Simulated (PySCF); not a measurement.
Species: C3BCl2F3.
Cartesian coordinates in Å at the PBE0-D3(BJ)/def2-SVP level; atoms count from 1:
```xyz
9
C3BCl2F3 angstrom
F     -2.1817   -1.4150    0.6681
C     -1.8707   -0.2863    0.0368
F     -2.3598   -0.3568   -1.1976
F     -2.4717    0.7193    0.6657
C     -0.4144   -0.0754    0.0098
C      0.7857    0.1098   -0.0190
B      2.2885    0.3406   -0.0523
Cl     2.9694    1.4099   -1.2465
Cl     3.3141   -0.4635    1.1027
```

Theory: PySCF 2.14.0, density-fitted response routines, TDDFT CAM-B3LYP/def2-SVPD, vertical, gas phase, core orbitals frozen in the response.

Transition dipole moments from the ground state, in atomic units and in the frame of the coordinates above (overall signs are arbitrary), for the states with f of 0.002 or more among the lowest 8:

```
state  E (eV)      μx      μy      μz
   S2   5.535   0.843   0.114  -0.020
   S5   6.440   0.100  -0.540   0.678
   S7   7.734   1.474   0.235  -0.035
   S8   8.156  -1.343  -0.212   0.036
```

Problem. What oscillator strength does each state have?

Solution. f = (2/3) ΔE |μ|² with ΔE in hartree (27.2114 eV).

```
state  |μ|² (au)  |μ| (D)      f
   S2      0.723     2.16  0.098
   S5      0.762     2.22  0.120
   S7      2.228     3.79  0.422
   S8      1.850     3.46  0.370
```

Problem. Which bond between heavy atoms lies closest to the direction of the S7 transition dipole?

Solution. C5–C6, C6–B7 and C2–C5, at 0° from it; next B7–Cl8 and B7–Cl9 at 60°.

Problem. What angle do the transition dipoles of S2 and S8 make?

Solution. |cos θ| = |μa·μb| / (|μa| |μb|) = 1.00, so θ ≈ 1° (taken between 0 and 90°, since the signs are arbitrary).

Problem. How is the summed strength of these states shared among x, y and z?

Solution. (2/3) Σ ΔE μα² gives 0.870 for x, 0.067 for y and 0.073 for z, 1.010 in all.

Problem. What peak molar absorption coefficient would the strongest computed level give as a lone Gaussian band 0.3 eV wide at half height?

Solution. ε(max) = 2.175×10⁸ f / FWHM, with the width in cm⁻¹. S7: 2.175×10⁸ × 0.4222 / 2420 ≈ 38000 L mol⁻¹ cm⁻¹.

The vertical ionisation energy (ΔSCF) is 11.50 eV, 3.35 eV above S8.

Time: 6.0 min wall (with the writing of density and orbital grids); peak memory 1.1 GiB. Hardware: one thread of an Arm Neoverse N1, shared host with 64 logical CPUs at a one-minute load of 60.
